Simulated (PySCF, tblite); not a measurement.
A set of runs on `C#CCP(C1CC1)C`; the geometry of each is named by its level. Settings lines and outputs come from a driver script.

C7H11P.
Atom-mapped SMILES: `[CH:1]#[C:2][CH2:3][P:4]([CH3:5])[CH:6]1[CH2:7][CH2:8]1` (hydrogens: H9 on C1; H10, H11 on C3; H12, H13, H14 on C5; H15 on C6; H16, H17 on C7; H18, H19 on C8)

Step 1: GFN2-xTB geometry optimisation, gas phase (tblite 0.8.0) (from a force-field or distance-geometry start)
```json
{"job": {"kind": "relax", "xc": "GFN2-xTB", "basis": "xTB"}, "charge": 0, "multiplicity": 1}
```
```
step      E/eV     max force
  0    -626.04173    1.626
  1    -626.02925    4.069
  2    -626.09910    0.345
...
 73    -626.13190    0.024
 74    -626.13196    0.030
 75    -626.13204    0.023
 76    -626.13209    0.016
 77    -626.13212    0.009
```

Energy lowered by 2.1 kcal/mol over 77 steps; largest atomic force 0.009 eV/Å at the end. «max force» is the largest atomic force in eV/Å.

Time: 0.3 s wall. Hardware: AMD EPYC 9R45, one thread, on a shared host.

Step 2: GFN2-xTB harmonic vibrations, gas phase (tblite 0.8.0) (on the GFN2-xTB geometry)
```json
{"job": {"kind": "ir", "xc": "GFN2-xTB", "basis": "xTB"}, "charge": 0, "multiplicity": 1}
```
```
(table of modes left out)
```

51 modes from 41 to 3398 cm⁻¹ (unscaled, harmonic); zero-point energy 96.4 kcal/mol; all wavenumbers are real at this level.

On one thread of an AMD EPYC 9R45, no GPU, shared host, this took 0.42 s wall.

Step 3: TDDFT PBE0/def2-SVPD, vertical, gas phase, core orbitals frozen in the response (PySCF 2.14.0, density-fitted response routines) (on the GFN2-xTB geometry)
```json
{"job": {"kind": "uv", "xc": "PBE0", "basis": "def2-SVPD", "nstates": 6, "ntriplets": 2}, "charge": 0, "multiplicity": 1}
```
```
...
Static polarisability (au): isotropic 106.591, principal 83.825 96.465 139.482
Singlet excitations
state   eV       nm        f      main configurations
  1   6.3049    196.6   0.04362   H->L 0.93
  2   6.4438    192.4   0.07754   H->L+1 0.68
  3   6.5305    189.9   0.02961   H->L+2 0.47, H->L+1 0.20
  4   6.6483    186.5   0.06715   H->L+2 0.37, H-2->L 0.14, H-1->L 0.10
  5   6.7787    182.9   0.01615   H->L+4 0.15, H->L+3 0.14, H-2->L 0.14
  6   6.8289    181.6   0.01439   H-2->L+3 0.22, H-1->L 0.15, H-2->L 0.12
Triplet excitations (Tamm-Dancoff, eV): 5.2684 5.3382
```

HOMO -6.76 eV, LUMO 0.63 eV; lowest singlet 6.30 eV; lowest triplet 5.27 eV (Tamm–Dancoff); mean polarisability 106.6 au.

Time: 29 s wall; peak memory 1.0 GiB. Hardware: AMD EPYC 9R45, one thread, no GPU, shared host.

Geometry of the electronic-property runs (GFN2-xTB):
```
atom  x, y, z in Å
C1     3.8631    0.4950   -0.1076
C2     2.7341    0.3621   -0.4838
C3     1.3620    0.1991   -0.8936
P4     0.2053    0.4833    0.5558
C5     0.6138   -1.0479    1.5107
C6    -1.3161   -0.1253   -0.2786
C7    -2.1960    0.8875   -0.9537
C8    -2.6444    0.2446    0.3156
H9     4.8582    0.6157    0.2011
H10    1.1167    0.9367   -1.6644
H11    1.2028   -0.8069   -1.2976
H12    0.5289   -1.9402    0.8907
H13    1.6320   -0.9617    1.8863
H14   -0.0667   -1.1281    2.3567
H15   -1.2364   -1.1056   -0.7421
H16   -1.8936    1.9240   -0.9135
H17   -2.6827    0.6117   -1.8776
H18   -3.4436   -0.4807    0.2755
H19   -2.6472    0.8458    1.2129
```

 (This holds for the electronic-property runs.)

One conformer stands for the species.
